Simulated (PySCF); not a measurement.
## Two-component Hartree-Fock for Ho³⁺ (holmium, charge +3)

Start: [Xe] 4f10; 4f5/2 filled at m_j = -5/2, -3/2, -1/2, +1/2, +3/2, +5/2; 4f7/2 filled at m_j = +1/2, +3/2, +5/2, +7/2. Calculated with PySCF 2.14 in x2c-TZVPPall-2c (11s11p10d4f2g, 140 functions): generalised Hartree-Fock with the X2C-1e Hamiltonian and a Gaussian nucleus; one run each with spin-orbit coupling (SO) switched off, then screened by Boettger's factors.

```json
{"spinor shell": "1s1/2", "electrons": "2", "ε, spin-free (eV)": "-55932.3", "ε, screened SO (eV)": "-55920.1", "weight of nominal j (screened SO)": "1.000", "rms radius, screened SO (bohr)": "0.0236"}
{"spinor shell": "2s1/2", "electrons": "2", "ε, spin-free (eV)": "-9510.1", "ε, screened SO (eV)": "-9506.3", "weight of nominal j (screened SO)": "1.000", "rms radius, screened SO (bohr)": "0.0952"}
{"spinor shell": "2p1/2", "electrons": "2", "ε, spin-free (eV)": "-8425.2", "ε, screened SO (eV)": "-9031.5", "weight of nominal j (screened SO)": "1.000", "rms radius, screened SO (bohr)": "0.0814"}
{"spinor shell": "2p3/2", "electrons": "4", "ε, spin-free (eV)": "-8425.2", "ε, screened SO (eV)": "-8169.6", "weight of nominal j (screened SO)": "1.000", "rms radius, screened SO (bohr)": "0.0881"}
{"spinor shell": "3s1/2", "electrons": "2", "ε, spin-free (eV)": "-2204.1", "ε, screened SO (eV)": "-2202.8", "weight of nominal j (screened SO)": "1.000", "rms radius, screened SO (bohr)": "0.245"}
{"spinor shell": "3p1/2", "electrons": "2", "ε, spin-free (eV)": "-1866.1", "ε, screened SO (eV)": "-1995.2", "weight of nominal j (screened SO)": "1.000", "rms radius, screened SO (bohr)": "0.236"}
{"spinor shell": "3p3/2", "electrons": "4", "ε, spin-free (eV)": "-1866.1", "ε, screened SO (eV)": "-1810.7", "weight of nominal j (screened SO)": "1.000", "rms radius, screened SO (bohr)": "0.250"}
{"spinor shell": "3d3/2", "electrons": "4", "ε, spin-free (eV)": "-1435.0", "ε, screened SO (eV)": "-1459.0", "weight of nominal j (screened SO)": "0.999", "rms radius, screened SO (bohr)": "0.223"}
{"spinor shell": "3d5/2", "electrons": "6", "ε, spin-free (eV)": "-1435.0", "ε, screened SO (eV)": "-1417.8", "weight of nominal j (screened SO)": "0.999", "rms radius, screened SO (bohr)": "0.226"}
{"spinor shell": "4s1/2", "electrons": "2", "ε, spin-free (eV)": "-487.91", "ε, screened SO (eV)": "-487.53", "weight of nominal j (screened SO)": "1.000", "rms radius, screened SO (bohr)": "0.551"}
{"spinor shell": "4p1/2", "electrons": "2", "ε, spin-free (eV)": "-374.00", "ε, screened SO (eV)": "-404.52", "weight of nominal j (screened SO)": "0.994", "rms radius, screened SO (bohr)": "0.565"}
{"spinor shell": "4d3/2", "electrons": "4", "ε, spin-free (eV)": "-216.70", "ε, screened SO (eV)": "-224.79", "weight of nominal j (screened SO)": "0.897", "rms radius, screened SO (bohr)": "0.637"}
{"spinor shell": "4d5/2", "electrons": "6", "ε, spin-free (eV)": "-216.70", "ε, screened SO (eV)": "-211.00", "weight of nominal j (screened SO)": "0.931", "rms radius, screened SO (bohr)": "0.647"}
{"spinor shell": "5s1/2", "electrons": "2", "ε, spin-free (eV)": "-91.412", "ε, screened SO (eV)": "-91.350", "weight of nominal j (screened SO)": "1.000", "rms radius, screened SO (bohr)": "1.35"}
{"spinor shell": "5p1/2", "electrons": "2", "ε, spin-free (eV)": "-60.962", "ε, screened SO (eV)": "-65.409", "weight of nominal j (screened SO)": "0.984", "rms radius, screened SO (bohr)": "1.50"}
{"spinor shell": "5p3/2", "electrons": "4", "ε, spin-free (eV)": "-60.962", "ε, screened SO (eV)": "-59.047", "weight of nominal j (screened SO)": "0.992", "rms radius, screened SO (bohr)": "1.60"}
{"spinor shell": "4f5/2", "electrons": "6", "ε, spin-free (eV)": "-47.748", "ε, screened SO (eV)": "-47.887", "weight of nominal j (screened SO)": "0.719", "rms radius, screened SO (bohr)": "0.856"}
{"spinor shell": "4f7/2", "electrons": "4", "ε, spin-free (eV)": "-47.748", "ε, screened SO (eV)": "-47.393", "weight of nominal j (screened SO)": "0.709", "rms radius, screened SO (bohr)": "0.861"}
```

(1) Where does 4p3/2 lie, and what is the 4p spin-orbit splitting (screened SO)?

```csv
quantity,spin-free,screened SO
E (hartree),-12605.87954,-12615.78093
M_J,8,8
⟨J²⟩,72.007,72.008
⟨L²⟩,42.003,42.869
⟨S²⟩,6.004,5.864
```

Each row is a mean over spinors that exchange with the open shell spreads, by up to 15.731 eV (4d5/2).

Rows whose weight is well below 1 are mixtures of j = l ± 1/2: exchange outweighs spin-orbit coupling there, and the label is only the starting occupation.

Breit and QED terms are absent; they matter most for the inner s and p1/2 levels.

Densities and radii are taken from the X2C orbitals without a picture-change correction, which distorts them close to the nucleus.

Without spin-orbit coupling the j labels of p, d and f shells carry no meaning; the spin-free column gives the mean over the occupied spinors of each nl shell.

Results:

(1) At -360.74 eV, 43.775 eV above 4p1/2.
